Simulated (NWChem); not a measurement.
InNH$_{3}$Cl; SMILES [NH2][InH][Cl]

```xyz
6

In    -0.3618     0.3781     0.0011
H     -2.0192     0.7343    -0.1466
Cl     0.3264    -1.8819    -0.0082
N      1.2408     1.5846     0.0536
H      2.1462     1.2024     0.3059
H      1.1710     2.5606     0.3197
```
Atoms are numbered in this order, from 1.

Level: PBE0/def2-SVP with def2 effective core potentials on In (NWChem), optimised geometry, unscaled harmonic frequencies. def2 effective core potentials on In; no spin-orbit coupling.

```csv
frequency (cm⁻¹),IR intensity (km/mol)
118,5.1
241,181.8
315,21.1
360,69.2
428,11.1
461,80.3
634,30.2
735,70.6
1509,10.7
1902,108.6
3602,28.0
3716,35.0
```

| Item | Value |
|---|---|
| zero-point energy | 20.0 kcal/mol |
| thermal correction to the enthalpy at 298.15 K (with zero-point energy) | 24.1 kcal/mol |
| heat capacity Cv | 17.4 cal/(mol K) |
| entropy at 298.15 K and 1 atm (symmetry number 1) | 77.0 cal/(mol K) |

Rigid rotor and harmonic oscillator.
